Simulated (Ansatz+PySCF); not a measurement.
A calculation with Ansatz (development build ahead of 0.2.0).

```yaml
crystal:
  periodic: [false, false, false]
  atoms:
    - { symbol: Ru, position_ang: [0.0, 0.0, 0.0] }
    - { symbol: O, position_ang: [0.0, 0.0, 1.78256] }
basis:
  gaussian: { orbitals: def2-SVP }
magnetization:
  initial_magnetization: 4
hamiltonian:
  xc: hf
scf:
  omitted_lower_state_checks: [stability, starts, atomic_configurations, cluster_reference, orbital_swaps, given_window_search, neighbouring_geometries, increment]
```

The input is written out in the form of the current development build from the run's settings. The basis set brings a core potential for Ru, so the total leaves out those core electrons.

The run gave:

```json
{"Converged": "yes", "Total energy": "-168.81220 hartree", "Spin squared of the determinant": "6.000", "Occupied orbitals by symmetry in an Abelian subgroup (alpha; beta)": "7 A1 1 A2 3 B1 3 B2; 6 A1 2 B1 2 B2"}
```

This is not the lowest solution: another run reaches a determinant 0.29 eV lower. Caution: other spin multiplicities were not run; an unrestricted determinant lies well below.
